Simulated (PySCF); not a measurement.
Species: C5H11Si2 (doublet state).
Z-matrix (Å and degrees, GFN2-xTB geometry), rows numbered from 1:
```
C 
C   1  1.3327
C   2  1.5003  1  121.06
Si  2  1.8781  1  121.92  3   175.49
C   4  1.9379  2  117.25  1   136.86
Si  5  1.9198  4   91.76  2  -119.84
C   6  1.9176  5   88.67  4    -0.52
H   1  1.0795  2  122.06  3     1.53
H   1  1.0769  2  121.90  3  -179.51
H   3  1.0884  2  111.23  1    -0.32
H   3  1.0896  2  110.25  1  -120.83
H   3  1.0889  2  110.38  1   120.47
H   5  1.0884  4  114.10  2    -1.52
H   5  1.0869  4  115.32  2   122.05
H   6  1.4638  5  114.03  4  -116.53
H   6  1.4645  5  114.41  4   115.90
H   7  1.0868  4  115.30  2  -122.21
H   7  1.0878  4  113.64  2     1.18
```

The hyperfine couplings belong to this conformer and change with its torsions.

Identity: `[Si]1(C[SiH2]C1)C(=C)C` [radical].

Computed, not measured: UKS B3LYP, pcH-1 on C H Si, non-relativistic, mean-field spin-orbit, GIAO (PySCF). One conformer (not necessarily the lowest) at the GFN2-xTB geometry, without solvent, vibrations or thermal averaging. A GFN2-xTB geometry isn't a minimum of the functional, and hyperfine couplings can be far from their values at a DFT geometry, by a factor of two or more for some ions and for spin on atoms past the first row. No stability test was run, so a lower SCF solution isn't excluded.

Question: Predict the first-order ENDOR lines of H13/H14/H17/H18, H15/H16, H9, H8 and H10/H11/H12 under fast tumbling at B = 3341.7 mT (W band).

Answer: For S = 1/2 in fast tumbling each set of equivalent nuclei gives two lines, ν± = |νn ± a/2| to first order, with νn = g_N μN B/h and μN/h = 7.62259 MHz/T.

```
         nuclei  isotope     g_N  νn (MHz)  a_iso (MHz)  lower line (MHz)  upper line (MHz)
H13/H14/H17/H18       1H  5.5857    142.28        19.01            132.78            151.78
        H15/H16       1H  5.5857    142.28        10.81            136.88            147.69
             H9       1H  5.5857    142.28        -7.50            138.53            146.03
             H8       1H  5.5857    142.28        -5.31            139.63            144.94
    H10/H11/H12       1H  5.5857    142.28        -3.99            140.29            144.28
```

Question: Which pairs are centred on the nuclear Larmor frequency, and which on half the coupling?

Answer: Centred on νn, since |a| < 2νn: H13/H14/H17/H18, H15/H16, H9, H8 and H10/H11/H12. No pair has |a| > 2νn.

Nuclei that the bonding pattern makes equivalent are averaged, as if the motion that swaps them (rotation, inversion, ring flip) were fast. The three 1H nuclei of mean -4.0 MHz run from -6.5 to -0.1 MHz in the frozen geometry. The 1H value of +19.0 MHz is a mean of couplings from 16.3 to 21.6 MHz in this one geometry, not an average over conformers.

Hardware: one thread, Arm Neoverse V2 (aarch64), no GPU, shared host with 96 logical CPUs at a one-minute load of 57. Cost: 1.9 min of wall time (with the writing of density and orbital grids), 0.97 GiB resident at most.
